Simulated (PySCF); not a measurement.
C8H7F3O.
SMILES with atom numbers: `[CH2:1]=[C:2]1[CH:3]=[C:4]([C:5]([F:6])([F:7])[F:8])/[C:9]1=[CH:10]\[O:11][CH3:12]`

Geometry (PBE0-D3(BJ)/def2-SVP, Å), atoms numbered from 1 in this order:
```
atom  x, y, z in Å
C1     2.823    0.533    1.235
C2     1.907   -0.121    0.520
C3     1.886   -1.344   -0.319
C4     0.563   -1.183   -0.597
C5    -0.408   -1.970   -1.406
F6    -0.938   -1.237   -2.388
F7     0.189   -3.027   -1.965
F8    -1.417   -2.422   -0.657
C9     0.450    0.045    0.208
C10   -0.509    0.921    0.527
O11   -1.762    0.806    0.066
C12   -2.695    1.741    0.540
H13    3.853    0.172    1.292
H14    2.572    1.444    1.783
H15    2.636   -2.080   -0.606
H16   -0.292    1.776    1.180
H17   -3.647    1.529    0.039
H18   -2.840    1.653    1.631
H19   -2.390    2.776    0.300
```

NICS is the negative of the GIAO shielding at a point without a nucleus: at the ring centre (0) and 1 Å above and below it (1); zz is the component along the ring normal. Level: GIAO B97-2/pcSseg-2 (PySCF, non-relativistic, gas phase) on the PBE0-D3(BJ)/def2-SVP geometry, one conformer.

Ring bond lengths (Å): C2–C3 1.482, C3–C4 1.362, C4–C9 1.472, C9–C2 1.499.

Q: Give the NICS values of each ring in ppm.

A: 
```csv
ring,type,NICS(0),"NICS(1), two faces","NICS(1)zz, two faces",rms pucker (Å),"centre to ring atoms, mean (Å)"
C2–C3–C4–C9,"4-membered carbocycle; formal bonds 1 double, 3 single",2.3,-1.5 / -1.5,3.1 / 3.1,0.00,1.03
```

Q: What can be read from them?

A: 
- C2–C3–C4–C9: mean NICS(1)zz 3.1 ppm, deshielded.

Q: What does the geometric index give? Use HOMA with the parameters of Krygowski (1993).

A: 
- C2–C3–C4–C9: HOMA -0.87 = 1 − EN − GEO, with mean bond length 1.454 Å, EN = α(Ropt − mean)² = 1.117 and GEO = α × variance = 0.753.

Q: At the second NICS(1) probe listed for ring C2–C3–C4–C9, 1 Å off the ring, how large is the induced field along the normal in 7.05 T applied along it?

A: NICSzz × B0 = 3.1 ppm × 7.05 T = 22 μT, along the applied field.

Q: How do the values depend on the level or the medium?

A: 
```csv
level,"NICS(0), C2–C3–C4–C9","mean NICS(1)zz, C2–C3–C4–C9"
"B97-2/pcSseg-2, gas",2.3,3.1
"PBE0/pcSseg-1, gas",1.4,3.6
"PBE0/pcSseg-1, IEF-PCM acetonitrile",1.4,3.5
"PBE0/pcSseg-1, IEF-PCM chloroform",1.4,3.5
```

The geometry is the same throughout; the continuum's cavity takes Bondi-type radii × 1.2.
